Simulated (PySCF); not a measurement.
From one molecule to another.

First species: C₆H₁₄BP.
Cartesian coordinates in Å at the PBE0-D3(BJ)/def2-SVP level; atoms count from 1:
```
atom  x, y, z in Å
B1    -2.8724    0.1431    0.0475
P2    -1.2170   -0.7592   -0.2435
C3    -0.2822   -0.4530   -1.7898
C4     1.1979   -0.5084   -1.4042
C5     1.3326   -0.2370    0.0764
C6     2.6921    0.0878    0.5987
C7     0.2059   -0.3523    0.8104
C8     0.0222   -0.1804    2.2802
H9    -3.2142   -0.1909    1.1748
H10   -2.5850    1.3287   -0.0568
H11   -3.6214   -0.2730   -0.8258
H12   -1.3089   -2.1786   -0.1569
H13   -0.5717    0.5612   -2.1074
H14   -0.5660   -1.1463   -2.5934
H15    1.7942    0.2101   -1.9916
H16    1.6293   -1.5033   -1.6227
H17    3.4064   -0.7093    0.3320
H18    2.7123    0.2135    1.6885
H19    3.0719    1.0149    0.1373
H20   -0.3087   -1.1211    2.7513
H21   -0.7621    0.5651    2.4866
H22    0.9460    0.1415    2.7803
```

Second species: Sn(vinyl)2I2, C4H6I2Sn.
SMILES: `C=[CH][Sn]([I])([CH]=C)[I]`

Levels: CAM-B3LYP/def2-SVPD for HOMO energy, LUMO energy, HOMO–LUMO gap and static isotropic polarisability; TDDFT CAM-B3LYP/def2-SVPD for lowest singlet excitation; TDA CAM-B3LYP/def2-SVPD for lowest triplet excitation (Tamm–Dancoff); ΔSCF CAM-B3LYP/def2-SVPD for vertical ionisation energy. Geometries: PBE0-D3(BJ)/def2-SVP. Each species is one conformer at its optimised geometry, gas phase (atoms past krypton carry core potentials, spin–orbit coupling is left out). Electronic properties by PySCF.

Question: Which has the higher HOMO energy?

Answer: The first: -8.52 eV against -8.65 eV, a difference of 0.13 eV.

Question: Which has the higher HOMO–LUMO gap?

Answer: The first: 9.21 eV against 7.57 eV, a difference of 1.64 eV.

Question: Which has the higher static isotropic polarisability?

Answer: The second: 162.4 au against 114.2 au, a difference of 48.2 au.

Question: Which of the two has the higher vertical ionisation energy, and by how much?

Answer: The second: 9.36 eV against 9.08 eV, a difference of 0.28 eV.

Question: Which of the two has the higher LUMO energy, and by how much?

Answer: The first: 0.69 eV against -1.08 eV, a difference of 1.77 eV.

Question: Which has the higher S1 energy?

Answer: The first: 6.37 eV against 4.53 eV, a difference of 1.84 eV.

On the first: The principal polarisabilities are 90.1, 111.3 and 141.2 au; their mean is the isotropic value. S1 lies 2.84 eV below the HOMO–LUMO gap; its leading configuration is HOMO→LUMO, weight 0.95.

On the second: The ΔSCF ionisation energy exceeds −ε(HOMO) by 0.71 eV with CAM-B3LYP. The vertical singlet–triplet gap S1 − T1 is 0.45 eV (TDDFT singlet less Tamm–Dancoff triplet; S1: HOMO→LUMO, weight 0.90; T1: HOMO→LUMO, weight 0.91). Atoms past krypton carry effective core potentials; spin–orbit coupling is left out.
